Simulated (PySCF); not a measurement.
## Correlation energy of O²⁺ (oxygen, charge +2)

[He] 2s2 2p2, high-spin 3P determinant. Computed with PySCF 2.14 in cc-pVTZ-DK (4s3p2d1f, 30 functions), with the spin-free X2C one-electron Hamiltonian (Gaussian nucleus). Frozen: 1s2; 4 electrons correlated.

MP2 pair energies summed by pair of shells (mhartree):

```tsv
pair	energy	share (%)
2s-2p	-45.33	60.6
2s-2s	-21.90	29.3
2p-2p	-7.58	10.1
```

Total MP2 correlation energy: -74.81 mhartree.

Same-spin part -13.04 and opposite-spin part -61.77 mhartree; SCS-MP2 scales them by 1/3 and 6/5 to -78.47 mhartree.

```tsv
level	correlation energy (mhartree)
CCSD	-96.42
(T)	-1.31
CCSD(T)	-97.73
```

Diagnostics: T1 = 0.0047, D1 = 0.0096, largest double amplitude 0.122.

Is a single reference adequate?

Mostly. T1 lies below 0.03, but a double amplitude of this size points to a near-degeneracy that CCSD handles and MP2 describes poorly.
